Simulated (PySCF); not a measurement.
4-methylidene-2,3-dihydropyrrole (C5H7N), SMILES C1CN=CC1=C. Atoms are numbered in the order given.

```xyz
13

C      0.0332    -2.1540     0.0000
C      0.0309    -0.8158     0.0000
C     -1.1629     0.0414     0.0000
N     -0.9417     1.2972     0.0000
C      0.4952     1.5234     0.0000
C      1.1944     0.1463     0.0000
H      0.9614    -2.7311     0.0000
H     -0.9059    -2.7140     0.0000
H     -2.1852    -0.3581     0.0000
H      0.7551     2.1363    -0.8793
H      0.7551     2.1363     0.8793
H      1.8333     0.0010     0.8846
H      1.8333     0.0010    -0.8846
```
Charge 0, spin multiplicity 1.

The structure is a stationary point at PBE0-D3(BJ)/def2-SVP. Other conformers were not sampled.

All values below come from PBE/pcSseg-1 in PySCF.

GIAO shieldings, no solvent; atoms listed in one row are averaged. δ = σ(ref) − σ: ¹³C against TMS (σ = 182.0 ppm); ¹⁵N against NH3 (σ = 267.0 ppm); ¹H against TMS (σ = 31.49 ppm), references at their B3LYP-D3(BJ)/def2-TZVP geometries, non-relativistic.

Computed chemical shifts:
```tsv
nucleus	atoms	count	δ (ppm)
¹³C	C3	1	171.7
¹³C	C2	1	161.0
¹³C	C1	1	115.2
¹³C	C5	1	69.7
¹³C	C6	1	34.1
¹⁵N	N4	1	404.2
¹H	H9	1	7.83
¹H	H8	1	5.89
¹H	H7	1	5.75
¹H	H10, H11	2	4.57
¹H	H12, H13	2	2.66
```
